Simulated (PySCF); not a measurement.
B(Me)(SiH3)2 (CH9BSi2), SMILES CB([SiH3])[SiH3].

The structure is a stationary point at ωB97X-D3(BJ)/def2-SVP. This is a generated structure with no PubChem entry under its InChIKey; it may be hypothetical.

Two levels are set side by side: TDDFT-PBE/def2-SVPD (PySCF) and TDDFT-LC-ωPBE/def2-SVPD (PySCF). Vertical, same geometry. The lowest singlet is HOMO→LUMO 100 % with PBE and HOMO→LUMO 97 % with the other functional; states are paired by order. Differences are taken from unrounded values.

```csv
quantity,TDDFT-LC-ωPBE
lowest singlet excitation (eV),3.70
lowest triplet excitation (TDA) (eV),2.86
first bright state (f over 0.05) (eV),7.46
its oscillator strength,0.13
```

**Question.** What does TDDFT-PBE give, and how far is it from TDDFT-LC-ωPBE? (An estimate is asked for; the answer gives what the named calculation found.)

**Answer.** 
| quantity | TDDFT-PBE | TDDFT-PBE minus TDDFT-LC-ωPBE |
|---|---|---|
| lowest singlet excitation (eV) | 3.37 | -0.34 |
| lowest triplet excitation (TDA) (eV) | 2.68 | -0.18 |
| first bright state (f over 0.05) (eV) | 5.34 | -2.12 |
| its oscillator strength | 0.08 | -0.06 |

Functionals without exact exchange tend to place singlet excitations lower, as here. Differences between two approximate levels are no errors against the true value.

Rough cost on one machine, each run with all the roots and properties that it gave: TDDFT-LC-ωPBE against TDDFT-PBE about 5 times.
